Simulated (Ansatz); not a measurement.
GeI2. Total charge 0; singlet. Geometry PBE-D4/def2-TZVP, basis def2-TZVP, Ansatz.

```xyz
3

Ge    0.5888    0.6520    0.6192
I     0.6407   -1.9226    0.4821
I    -1.2295    1.2706   -1.1013
```

```json
{"run": "A", "HOMO (eV)": "-6.51", "LUMO (eV)": "-4.24"}
{"run": "B", "HOMO (eV)": "-6.59", "LUMO (eV)": "-4.03"}
{"run": "C", "HOMO (eV)": "-7.31", "LUMO (eV)": "-3.38"}
{"run": "D", "HOMO (eV)": "-6.33", "LUMO (eV)": "-4.01"}
{"run": "E", "HOMO (eV)": "-9.34", "LUMO (eV)": "-1.49"}
{"run": "F", "HOMO (eV)": "-8.43", "LUMO (eV)": "-2.42"}
```

In the def2 sets I takes a core potential; there is no spin–orbit coupling.

Q: The runs used CAM-B3LYP, LDA (SPW92), PBE, PBE0, r2SCAN, ωB97X-V. Estimate which is which.

A: A LDA (SPW92) (0 % exact exchange); B r2SCAN (0 % exact exchange); C PBE0 (25 % exact exchange); D PBE (0 % exact exchange); E ωB97X-V (range-separated); F CAM-B3LYP (range-separated). Exact exchange lowers occupied and raises empty levels; among semilocal functionals meta-GGAs tend to open the gap a little, and such runs are hard to tell apart. The gap grows from 2.27 eV (LDA (SPW92)) to 7.85 eV (ωB97X-V).
